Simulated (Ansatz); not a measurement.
Correlation energies of `ClC[SiH2]B(Cl)Cl` by basis set

```xyz
10

Cl    0.377   -1.533    1.796
C    -0.079   -1.488    0.068
Si   -0.728    0.238   -0.325
B     0.725    1.593    0.035
Cl    0.355    3.199    0.596
Cl    2.391    1.175   -0.272
H     0.812   -1.728   -0.512
H    -0.824   -2.266   -0.097
H    -1.085    0.306   -1.773
H    -1.943    0.505    0.485
```

Total charge 0; spin multiplicity 1. All single points use the PBE0-D4/def2-TZVP geometry. It is one conformer, not always the lowest. Frozen core, restricted reference, the Gaussian-basis code of Ansatz. CBS rows extrapolate triple and quadruple zeta; past MP2 they add the triple-zeta difference.

| basis | HF (Eh) | MP2 corr. | CCSD corr. | (T) | CCSD(T) total |
| --- | --- | --- | --- | --- | --- |
| def2-SVP | -1731.81530 | -0.71863 | -0.78816 | -0.02195 | -1732.62541 |
| def2-TZVPP | -1732.46024 | -0.95608 | -1.03170 | -0.04609 | -1733.53803 |
| def2-QZVPP | -1732.50965 | -1.04129 | – | – | – |
| CBS(def2) | -1732.51646 | -1.10442 | -1.18003 | as TZ | -1733.74258 |
